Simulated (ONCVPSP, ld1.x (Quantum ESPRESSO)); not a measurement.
**Potentials for Cd (Z = 48) compared**

Generated with ld1.x 7.5 (TM, RRKJ, ultrasoft, PAW), atompaw 4.2 or ONCVPSP 4.0.1. The cutoff is in Ry: for ld1.x and atompaw files where the sum of valence levels is converged to 10 mRy in a Bessel basis, for ONCV files where the hardest occupied wave has 1 mHa per electron of residual kinetic energy. The error is the largest all-electron minus pseudo excitation energy over each file’s own four to seven test configurations (ionisations up to +4, promotions, holes and added fractions of an electron), all of which were solved. The labels leave out finer settings (local radius, basis sizes, second energies), which also bear on the numbers. Spin-polarised tests are not counted. The rows are a selection from randomly drawn settings: files with unsolved tests, undetermined cutoffs or missed reference levels are left out.

A true bound ghost makes a file unfit for plane-wave use even where its test errors are small: the radial tests pick states by their node count and pass the ghost by.

| potential | cutoff (Ry) | largest error (meV) | bound ghosts |
| --- | --- | --- | --- |
| TM, revPBE, scalar-relativistic, rc 2.50/1.60/1.10 (spd), local p, core correction yes, reference 4p6 4d10 5s2 5p0 | 90 | +356 | s |
| ONCV, BLYP, scalar-relativistic, rc 1.35/0.90/1.85 (spd), local smoothed, core correction yes, reference 4s2 4p6 4d10 5s2, qcut 10.8/10.6/9, projectors 2/2/1 | 105 | -15 | none |

**Question.** Fill in the row for Cd: TM semilocal, LDA (PZ), scalar-relativistic, rc 2.25/3.25/1.60 (spd), local s, core correction no, reference 4d10 5s2 5p0.

**Answer.** cutoff 70 Ry, largest error -70 meV, bound ghosts: none.

**Question.** Fill in the row for Cd: TM, PBEsol, fully relativistic, rc 2.20/2.95/1.10 (spd), local s, core correction yes, reference 4d10 5s2 5p0.

**Answer.** cutoff 90 Ry, largest error -216 meV, bound ghosts: none.

**Question.** Fill in the row for Cd: ONCV, Wu-Cohen, scalar-relativistic, rc 1.20/1.05/1.65 (spd), local smoothed, core correction yes, reference 4s2 4p6 4d9, qcut 7.8/8.1/8.8, projectors 2/1/3.

**Answer.** cutoff 381 Ry, largest error +106 meV, bound ghosts: none.
